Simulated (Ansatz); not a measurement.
Computed with Ansatz on PBE0-D4/def2-TZVP structures; ΔE is electronic, products minus reactants. CCSD(T)/CBS is the MP2 limit (def2-TZVPP, def2-QZVPP) plus CCSD(T) − MP2 in def2-TZVPP, frozen cores. Functionals use def2-TZVPP. def2 core potentials past Kr. For Te outer-core shells are correlated without core-valence functions, which leaves a few kJ/mol of doubt a bond. Each species was taken in one conformer, which may not be the lowest.

Consider the formal exchange of groups at a Te–Si bond: `S[SiH2][TeH]` + `C=NCO` → `OC[TeH]` + `C=N[SiH2]S`.

| level | ΔE (kJ/mol) |
| --- | --- |
| r2SCANh-D4 | 26.1 |
| RPA@PBE/def2-TZVPP | 19.6 |

Problem. What does CCSD(T)/CBS give? (Estimate.)

Solution. The calculation gave: +23.1 kJ/mol. The listed levels differ from it by 3.0, -3.5 kJ/mol.

Largest T1 diagnostic among the species: 0.013.

From r2SCAN to r2SCAN0 (25 % exact exchange), in def2-TZVPP and without D4, ΔE moves by +5.0 kJ/mol. Leaving LDA and LC-ωPBE aside and taking each functional with its dispersion term where it has one, the values, not all of them listed here, spread over 18.5 kJ/mol, from BLYP-D4 to PBE0-D4. LDA lies +6.6 kJ/mol from PBE without D4.
